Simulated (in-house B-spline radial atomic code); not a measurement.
## How G0W0 and RPA depend on the start: Sb⁴⁷⁺

Configuration [He] 2s2. Computed with a B-spline radial code for spherical atoms: all electrons, non-relativistic, point nucleus, each spin shell either full or empty, empty states to l = 9 with an (l + 1/2)⁻⁴ tail; G0W0 by contour deformation at full frequency.

Without relativity these are model numbers: it shifts the levels of so heavy an element strongly and can reorder them.

| start | mean-field 2s (eV) | G0W0 (eV) | QP weight | RPA correlation (Eh) |
| --- | --- | --- | --- | --- |
| Hartree-Fock | -8098.93 | ? | ? | ? |
| PBE | -8025.80 | -8115.66 | 0.959 | -1.0934 |
| LC-wPBE | -8031.87 | -8115.36 | 0.961 | -1.033 |
| PBE0 | -8044.45 | -8114.39 | 0.968 | -0.90535 |
| CAM-B3LYP | -8042.93 | ? | ? | ? |

(1) What G0W0 level, weight and RPA correlation energy follow from the CAM-B3LYP start?

(2) What G0W0 level, weight and RPA correlation energy follow from the Hartree-Fock start?

(3) How much of the dependence on the start does G0W0 remove?

## Answers

(1) G0W0 level -8114.58 eV, weight 0.967, RPA correlation -0.9261 hartree.

(2) G0W0 level -8111.12 eV, weight 0.982, RPA correlation -0.62566 hartree.

(3) The mean-field levels span 73.1 eV and the G0W0 levels 4.54 eV. Against 8455 ± 4 eV (NIST, tabulated theory) the G0W0 removal energies are off by -343.88 to -339.34 eV, with relativity, Breit and QED terms left out.
